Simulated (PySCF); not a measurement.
Computed with B3LYP-D3(BJ)/def2-TZVP (PySCF 2.14.0). Gas-phase values, no solvent. One relaxed conformer stands for a flexible species; it need not be the lowest. B3LYP has the VWN-RPA correlation part, as in Gaussian. Delta-SCF ions had no search for a lower state. 

Reference species (SMILES): `OB(O)O` (neutral, multiplicity 1).

```yaml
HOMO: -8.89 eV
HOMO–LUMO gap: 8.61 eV
vertical ionisation energy (Delta-SCF): 11.78 eV
LUMO: -0.28 eV
```

Changed species: `OB(O)[SiH3]` (H–O–B–Si torsion 1°, Si–B–O–H torsion -1°) (1 of 3 OH replaced by SiH3; the reference has 0 of 3 OH replaced by SiH3).

Task: Predict the effect on the HOMO, HOMO–LUMO gap, vertical ionisation energy (Delta-SCF) and LUMO.

Result: the HOMO goes up by 0.97 eV, to -7.92 eV; the HOMO–LUMO gap drops by 1.24 eV, to 7.37 eV; the vertical ionisation energy (Delta-SCF) falls by 1.47 eV, to 10.31 eV; the LUMO falls by 0.26 eV, to -0.54 eV.
